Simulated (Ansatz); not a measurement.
Ansatz (a quantum-chemistry and plane-wave program) input (SVWN5/def2-TZVPD):

Ansatz 0.2 input:
```yaml
crystal:
  periodic: [false, false, false]
  atoms:
    - {symbol: Ca, position_ang: [-0.00000000, -0.00000000, -0.60863799]}
    - {symbol: F, position_ang: [0.00000000, 0.00000000, 1.35252886]}
basis:
  gaussian:
    orbitals: def2-TZVPD
hamiltonian:
  xc: {name: SVWN5}
total_charge: -1
```

Output:

```
Functional definition: SVWN5
integrals: 0.02 GiB planned
564 factors; their error is unknown
mean field: 0.14 GiB planned
mean field evaluation 1: about -20881.8456 eV, gradient 2.6e2 eV
mean field evaluation 2: about -20818.7146 eV, gradient 4.3e2 eV
mean field evaluation 4: about -21082.9103 eV, gradient 6.1e1 eV
mean field evaluation 8: about -21091.6668 eV, gradient 7.5e-1 eV
mean field evaluation 16: about -21091.6283 eV, gradient 5.0e-5 eV
mean field -21091.62828447 eV, -775.1030430351 hartree, gradient 3.4e-5 eV, S^2 0.000000; 0 other end points of the search recorded, 0 dependent functions left out
reference -21091.62830939 eV, -775.1030439510 hartree; 15, 15 occupied and 61, 61 virtual orbitals, 564 factors
Total energy: -21091.62830939 eV, -775.1030439510 hartree
```

This state (charge -1, singlet) is run at the relaxed geometry of the species with charge 0 and multiplicity 2.
